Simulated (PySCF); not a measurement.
**Question.** Write Cartesian coordinates for `C[As](C)C` as optimised with PBE0-D3(BJ)/def2-SVP.

**Answer.** 
```
atom  x, y, z in Å
C1    -0.2075    1.6485    0.4409
As2   -0.1415   -0.2057    1.0897
C3     1.5430   -0.7071    0.2085
C4    -1.3540   -0.9733   -0.2542
H5    -0.0402    1.7043   -0.6457
H6     0.5620    2.2433    0.9548
H7    -1.1895    2.0844    0.6769
H8     1.5415   -0.4267   -0.8560
H9     1.6920   -1.7936    0.2946
H10    2.3832   -0.2061    0.7115
H11   -1.0772   -0.6629   -1.2735
H12   -1.3221   -2.0710   -0.1906
H13   -2.3838   -0.6479   -0.0452
```

Orientation and origin are arbitrary. Atoms count from 1 in this order. All 3 As–C bonds measure 1.966 Å. As2 (arsenic bonded to 3 C) is pyramidal (angles 97.0°, 97.0° and 97.0°, sum 291.0°, 0.99 Å off the plane of its three neighbours).

Bonds between heavy atoms (Å): C1–As2 1.966, As2–C3 1.966, As2–C4 1.966.

Level of theory: PBE0-D3(BJ)/def2-SVP geometry optimisation, gas phase in PySCF 2.14.0.

Point group: C3v (every atom within 0.08 Å of its image). Stationary, but not proved a minimum.
